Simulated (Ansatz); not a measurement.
Te2Au3. Total charge 0; doublet. Geometry PBE-D4/def2-SVP; atoms count from 1.

Cartesian coordinates in Å:
```
Au 1.299 -0.822 0.908
Au 0.117 0.165 -1.773
Au -1.416 0.657 0.866
Te 0.995 1.832 0.236
Te -0.995 -1.832 -0.236
```

In the def2 sets Au, Te take a core potential; there is no spin–orbit coupling. No other spin state of charge 0 was run. The structure comes from a short search, and lower isomers may exist.

(1) Estimate the Mulliken populations from the PBE0/def2-TZVP orbitals of Ansatz.

(2) Where does the spin sit?

(3) And the Mayer bond orders between bonded heavy atoms (over 0.3)?

Results:

(1) 
```json
{"atom": "Au1", "charge (e)": "0.35", "spin (α − β)": "0.05", "d electrons": "9.73"}
{"atom": "Au2", "charge (e)": "0.35", "spin (α − β)": "0.05", "d electrons": "9.73"}
{"atom": "Au3", "charge (e)": "0.35", "spin (α − β)": "0.05", "d electrons": "9.73"}
{"atom": "Te4", "charge (e)": "-0.52", "spin (α − β)": "0.42", "d electrons": "–"}
{"atom": "Te5", "charge (e)": "-0.52", "spin (α − β)": "0.42", "d electrons": "–"}
```
Mulliken values and Mayer orders depend strongly on the basis.

(2) Summed by element: Au 0.15, Te 0.85, of 1 unpaired in all. Largest on single atoms: Te4 0.42, Te5 0.42, Au1 0.05.

(3) Au1–Te4 0.65 (2.75 Å); Au1–Te5 0.65 (2.75 Å); Au2–Te4 0.65 (2.75 Å); Au2–Te5 0.65 (2.75 Å); Au3–Te4 0.65 (2.75 Å); Au3–Te5 0.65 (2.75 Å). Values over 0.3 also appear between atoms too far apart for a bond (Te4–Te5 0.32 at 4.20 Å); they arise where an orbital or an unpaired electron spreads over both atoms.
